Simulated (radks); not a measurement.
Q: All-electron atom: Dy II in [Xe] 4f10 6s1. All-electron calculation, scalar-relativistic Kohn-Sham, PBE, spin-polarised, spherical densities, finite nucleus; open shells are filled with parallel spins first (spin-orbit coupling, left out, can overturn this in heavy ions); Fermi nuclear charge, rms radius 5.2218 fm. Program: a radial shooting solver on a logarithmic mesh with Libxc functionals. Some entries of the table are withheld. Estimate them.

orbital  occ.  eigenvalue (Ry)  <1/r> (bohr^-1)
1s up       1        -3943.702            74.55
1s down     1        -3943.701            74.55
2s up       1        -657.1171            17.33
2s down     1        -657.1143            17.33
2p up       3        -583.1625            16.09
2p down     3        -583.1603            16.09
3s up       1        -146.6670            6.374
3s down     1        -146.5527            6.378
3p up       3        -123.9569            5.975
3p down     3        -123.8430            5.978
3d up       5        -94.72780            5.667
3d down     5        -94.64075            5.670
4s up       1        -29.47940            2.688
4s down     1        -29.22572            2.687
4p up       3        -22.00232            2.465
4p down     3        -21.75124            2.464
4d up       5        -11.81650            2.173
4d down     5        -11.56827            2.171
5s up       1         -4.12554            1.022
5s down     1         -3.99346            1.011
5p up       3         -2.38019           0.8494
5p down     3         -2.27879           0.8390
4f up       7              (1)            1.567
6s up       1              (2)              (3)
6s down     0              (4)              (5)
4f down     3              (6)            1.533
5d up       0         -0.53174           0.4721
5d down     0         -0.46204           0.4719
6p up       0         -0.42055           0.2621
6p down     0         -0.33931           0.2630

A: 
(1) 4f up eigenvalue (Ry): -0.78915
(2) 6s up eigenvalue (Ry): -0.67811
(3) 6s up <1/r> (bohr^-1): 0.3405
(4) 6s down eigenvalue (Ry): -0.60193
(5) 6s down <1/r> (bohr^-1): 0.3430
(6) 4f down eigenvalue (Ry): -0.57142
